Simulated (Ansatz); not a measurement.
Calculated with Ansatz (gas phase, PBE0-D4/def2-TZVP geometries, no zero-point term in ΔE). CBS: MP2 limit from def2 TZ/QZ plus the TZ coupled-cluster correction, frozen cores. This one scheme is used for every species. Functionals use def2-TZVPP. One conformer a species, not always the lowest.

`C[SiH2][Al]([F])[Cl]` + CH₃OH → `C[O][Al]([F])[Cl]` + `C[SiH3]`  (cleavage of the Al–Si bond)

`C[SiH2][Al]([F])[Cl]`:

Cartesian coordinates in Å:
```
C -1.431 0.657 0.536
Si 0.268 -0.115 0.734
Al 1.336 -0.623 -1.396
F 0.570 -0.312 -2.822
Cl 3.246 -1.467 -1.541
H -2.102 -0.012 -0.007
H -1.871 0.866 1.513
H -1.370 1.595 -0.020
H 1.174 0.795 1.492
H 0.181 -1.384 1.512
```

CH₃OH:

Z-matrix (Å, degrees):
```
C
O 1 1.409
H 1 1.097 2 112.4
H 1 1.090 2 107.0 3 -118.5
H 1 1.097 2 112.4 3 123.0
H 2 0.959 1 108.5 3 -61.6
```

`C[O][Al]([F])[Cl]`:

Cartesian coordinates in Å:
```
C -0.099 1.155 -0.600
O -0.096 -0.247 -0.617
Al 0.085 -1.459 0.506
F 0.013 -3.016 0.015
Cl 0.403 -1.053 2.518
H -1.055 1.526 -0.981
H 0.697 1.534 -1.248
H 0.052 1.560 0.406
```

`C[SiH3]`:

```xyz
8

C     0.649   -0.003    0.744
Si   -0.581    0.003   -0.666
H     1.606    0.416    0.426
H     0.826   -1.020    1.100
H     0.280    0.591    1.583
H    -0.818    1.390   -1.151
H    -1.884   -0.567   -0.229
H    -0.077   -0.809   -1.807
```

```tsv
level	ΔE (kJ/mol)
PBE-D4	-98.5
r2SCAN-D4	-121.6
PBE0-D4	-104.8
ωB97M-V	-125.2
PBE	-98.5
r2SCAN	-121.7
HF/def2-TZVPP	-141.0
MP2/def2-TZVPP	-133.0
```

(1) What does CCSD(T)/CBS give? (Best estimate.)

Largest T1 diagnostic among the species: 0.012.

## Answers

(1) Ansatz gave: -122.1 kJ/mol. The listed levels differ from it by 23.6, 0.5, 17.3, -3.1, 23.6, 0.4, -18.9, -10.9 kJ/mol.

In def2-TZVPP, CCSD(T) changes the Hartree–Fock value by +17.0 kJ/mol (the triples alone add +2.8 kJ/mol) and MP2 by +8.0 kJ/mol. From PBE to PBE0 (25 % exact exchange), in def2-TZVPP and without D4, ΔE moves by −6.6 kJ/mol.
